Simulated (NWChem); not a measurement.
System: C2H6N cation; SMILES C=[NH+]C

Output (shortened):

```
             Northwest Computational Chemistry Package (NWChem) 7.3.0
             --------------------------------------------------------

 CS  symmetry detected

                             Geometry "geometry" -> ""
                             -------------------------

 Output coordinates in angstroms (scale by  1.889725989 to convert to a.u.)

  No.       Tag          Charge          X              Y              Z
 ---- ---------------- ---------- -------------- -------------- --------------
    1 C                    6.0000     0.22578015    -1.23413613     0.00000000
    2 N                    7.0000    -0.40674477    -0.12814853     0.00000000
    3 C                    6.0000     0.17072361     1.20865184     0.00000000
    4 H                    1.0000     1.32199404    -1.23443452     0.00000000
    5 H                    1.0000    -0.32959778    -2.17831552     0.00000000
    6 H                    1.0000    -1.43183172    -0.16832555     0.00000000
    7 H                    1.0000    -0.17864903     1.74477082     0.89438600
    8 H                    1.0000     1.26492436     1.14147940     0.00000000
    9 H                    1.0000    -0.17864903     1.74477082    -0.89438600

 Effective nuclear repulsion energy (a.u.)      79.0832966452

      Symmetry information
      --------------------

 Group name             Cs
 Group number              2
 Group order               2
 No. of unique centers     8

                                 NWChem DFT Module
                                 -----------------

 Summary of "ao basis" -> "ao basis" (spherical)
 ------------------------------------------------------------------------------
       Tag                 Description            Shells   Functions and Types
 ---------------- ------------------------------  ------  ---------------------
 C                           6-31g*                  6       14   3s2p1d
 N                           6-31g*                  6       14   3s2p1d
 H                           6-31g*                  2        2   2s

      Symmetry analysis of basis
      --------------------------

        a'         40
        a"         14

            General Information
            -------------------
          SCF calculation type: DFT
          Wavefunction type:  closed shell.
          No. of atoms     :     9
          No. of electrons :    24
           Alpha electrons :    12
            Beta electrons :    12
          Charge           :     1
          Spin multiplicity:     1
          Use of symmetry is: on ; symmetry adaption is: on
          Maximum number of iterations: 150
          AO basis - number of functions:    54
                     number of shells:    30
          Convergence on energy requested:  1.00D-06
          Convergence on density requested:  1.00D-05
          Convergence on gradient requested:  5.00D-04

              XC Information
              --------------
                     Hartree-Fock (Exact) Exchange  1.000
                   CAM-Becke88 Exchange Functional  1.000
              Lee-Yang-Parr Correlation Functional  1.000

           Range-Separation Parameters
           ---------------------------
           Alpha           :  0.00
           Beta            :  1.00
           Gamma           :  0.33
           Short-Range HF  :     F

             Grid Information
             ----------------
          Grid used for XC integration:  medium
          Radial quadrature: Mura-Knowles
          Angular quadrature: Lebedev.
          Tag              B.-S. Rad. Rad. Pts. Rad. Cut. Ang. Pts.
          ---              ---------- --------- --------- ---------
          C                   0.70       49           9.0       434
          N                   0.65       49           7.0       434
          H                   0.35       45          10.0       434
          Grid pruning is: on
          Number of quadrature shells:   372
          Spatial weights used:  Erf1

      Superposition of Atomic Density Guess
      -------------------------------------

 Sum of atomic energies:        -132.60364178

 Renormalizing density from      25.00 to     24

      Non-variational initial energy
      ------------------------------

 Total energy =    -130.658576
 1-e energy   =    -320.363101
 2-e energy   =     110.621228
 HOMO         =      -0.727268
 LUMO         =      -0.376016

      Symmetry analysis of molecular orbitals - initial
      -------------------------------------------------

  Numbering of irreducible representations:

     1 a'          2 a"

  Orbital symmetries:

     1 a'          2 a'          3 a'          4 a'          5 a'
     6 a'          7 a'          8 a'          9 a"         10 a'
    11 a'         12 a"         13 a"         14 a'         15 a'
    16 a'         17 a'         18 a'         19 a"         20 a'
    21 a'         22 a'

     ---------------------------------------------
      Total Density - Mulliken Population Analysis
     ---------------------------------------------

    Atom       Charge   Shell Charges
 -----------   ------   -------------------------------------------------------
    1 C    6     5.98   2.00  0.80  1.86  0.58  0.69  0.05
    2 N    7     7.68   2.00  0.87  2.75  0.70  1.32  0.05
    3 C    6     6.72   2.00  0.78  2.24  0.65  1.00  0.04
    4 H    1     0.64   0.43  0.21
    5 H    1     0.62   0.43  0.20
    6 H    1     0.44   0.37  0.08
    7 H    1     0.63   0.44  0.20
    8 H    1     0.65   0.44  0.21
    9 H    1     0.63   0.44  0.20

   convergence    iter        energy       DeltaE   RMS-Dens  Diis-err
 ---------------- ----- ----------------- --------- --------- ---------
 d= 0,ls=0.0,diis     1   -133.8346154752 -2.13D+02  1.41D-02  8.01D-01
 d= 0,ls=0.0,diis     2   -133.8504462197 -1.58D-02  7.10D-03  5.98D-01
 d= 0,ls=0.0,diis     3   -133.9104703973 -6.00D-02  1.59D-03  2.87D-02
 d= 0,ls=0.0,diis     4   -133.9133609862 -2.89D-03  4.09D-04  1.82D-03
 d= 0,ls=0.0,diis     5   -133.9135718781 -2.11D-04  8.46D-05  1.77D-05
  Resetting Diis
 d= 0,ls=0.0,diis     6   -133.9135748448 -2.97D-06  2.21D-05  3.80D-06
 d= 0,ls=0.0,diis     7   -133.9135753005 -4.56D-07  8.49D-06  1.87D-07

         Total DFT energy =     -133.913575300481
      One electron energy =     -329.715917116068
           Coulomb energy =      136.004607359899
    Exchange-Corr. energy =      -19.285562189490
 Nuclear repulsion energy =       79.083296645178

 Numeric. integr. density =       23.999994442358

                  Occupations of the irreducible representations
                  ----------------------------------------------

                     irrep           alpha         beta
                     --------     --------     --------
                     a'               10.0         10.0
                     a"                2.0          2.0

                       DFT Final Molecular Orbital Analysis
                       ------------------------------------

 Vector   10  Occ=2.000000D+00  E=-7.407070D-01  Symmetry=a'
              MO Center=  1.1D-01, -7.5D-01, -2.0D-16, r^2= 2.4D+00
   Bfn.  Coefficient  Atom+Function         Bfn.  Coefficient  Atom+Function
  ----- ------------  ---------------      ----- ------------  ---------------
     3      0.320612  1 C  px                32      0.231797  3 C  py
    17     -0.224921  2 N  px                 4      0.216356  1 C  py
    45     -0.212473  5 H  s                 43      0.198959  4 H  s
    18     -0.192102  2 N  py                 7      0.161784  1 C  px
    21     -0.144004  2 N  px                47      0.139381  6 H  s

 Vector   11  Occ=2.000000D+00  E=-7.176174D-01  Symmetry=a'
              MO Center=  3.7D-01,  1.1D+00,  2.3D-15, r^2= 1.5D+00
   Bfn.  Coefficient  Atom+Function         Bfn.  Coefficient  Atom+Function
  ----- ------------  ---------------      ----- ------------  ---------------
    31      0.429504  3 C  px                51      0.262962  8 H  s
    35      0.212836  3 C  px                52      0.188925  8 H  s
    32     -0.174412  3 C  py                17     -0.133762  2 N  px
    49     -0.130810  7 H  s                 53     -0.130810  9 H  s
     4     -0.104303  1 C  py                36     -0.095420  3 C  py

 Vector   12  Occ=2.000000D+00  E=-6.699501D-01  Symmetry=a"
              MO Center= -5.4D-02,  5.0D-01, -9.7D-16, r^2= 2.3D+00
   Bfn.  Coefficient  Atom+Function         Bfn.  Coefficient  Atom+Function
  ----- ------------  ---------------      ----- ------------  ---------------
    33     -0.353173  3 C  pz                19      0.338360  2 N  pz
     5      0.290330  1 C  pz                23      0.233268  2 N  pz
    37     -0.187406  3 C  pz                49     -0.186039  7 H  s
    53      0.186039  9 H  s                  9      0.160744  1 C  pz
    50     -0.144033  7 H  s                 54      0.144033  9 H  s

 Vector   13  Occ=0.000000D+00  E=-1.976384D-01  Symmetry=a"
              MO Center=  4.2D-02, -8.3D-01, -3.7D-16, r^2= 1.7D+00
   Bfn.  Coefficient  Atom+Function         Bfn.  Coefficient  Atom+Function
  ----- ------------  ---------------      ----- ------------  ---------------
     9      0.588731  1 C  pz                 5      0.510469  1 C  pz
    23     -0.487302  2 N  pz                19     -0.417776  2 N  pz
    50      0.098223  7 H  s                 54     -0.098223  9 H  s
    49      0.064259  7 H  s                 53     -0.064259  9 H  s
    37      0.042039  3 C  pz                33      0.033099  3 C  pz

[...]
```

Level: LC-BLYP (range parameter 0.33 per bohr)/6-31G* (spherical d). Structure relaxed at the PBE0/def2-SVP level.

Write an input that gives this output.

This is not unique; one that fits is the input that was run:
```
start job
memory heap 200 mb stack 700 mb global 900 mb
charge 1
geometry units angstroms noautoz
  C      0.223155    -1.232224     0.000000
  N     -0.405200    -0.123862     0.000000
  C      0.177299     1.210754     0.000000
  H      1.319360    -1.236651     0.000000
  H     -0.335775    -2.174305     0.000000
  H     -1.430431    -0.160178     0.000000
  H     -0.170052     1.748185     0.894386
  H      1.271239     1.139461     0.000000
  H     -0.170052     1.748185    -0.894386
end
basis spherical
  * library 6-31g*
end
dft
  xc xcamb88 1.00 lyp 1.0 hfexch 1.00
  cam 0.33 cam_alpha 0.0 cam_beta 1.0
  iterations 150
  mulliken
end
task dft energy
```
